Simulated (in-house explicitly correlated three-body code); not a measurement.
Computed with an exponentially correlated three-body code. Model: two electrons around a point charge, non-relativistic, variational in 260 exponentially correlated functions (energies converged to about 1e-7 hartree, or 1e-8 relative for large Z).

Command:
```bash
python run_hyl.py task.json out
```
Settings (lengths in bohr, energies in hartree):
```
Z                      1.25
screening              0.3125
interaction_strength   1
functions              260
states_tried           13
```

Time taken, with all properties: 30 s on 1 thread of Intel(R) Xeon(R) 6975P-C (Granite Rapids), on a shared host.

**Those bound S and P states to n = 4 that converged, binding against the one-electron ion.**

Given: nuclear charge 1.25; Yukawa screening of all interactions 0.3125 1/bohr.

Computed: one-electron threshold -0.454561856 hartree.

| term | energy (hartree) | binding (eV) |
| --- | --- | --- |
| 1 1S | -0.537986697 | 2.2701 |

**Converged states only, values per electron or pair (inverse distances are <exp(-kr)/r>).**

```csv
term,mean r (bohr),mean r squared (bohr²),mean inverse r (1/bohr),mean r12 (bohr),mean inverse r12 (1/bohr),mean cosine,mean p1 dot p2 (bohr⁻²),delta r1 (bohr⁻³),delta r12 (bohr⁻³)
1 1S,1.9079,5.4682,0.65868,3.0137,0.24268,-0.082316,0.049392,0.33745,0.0096521
```
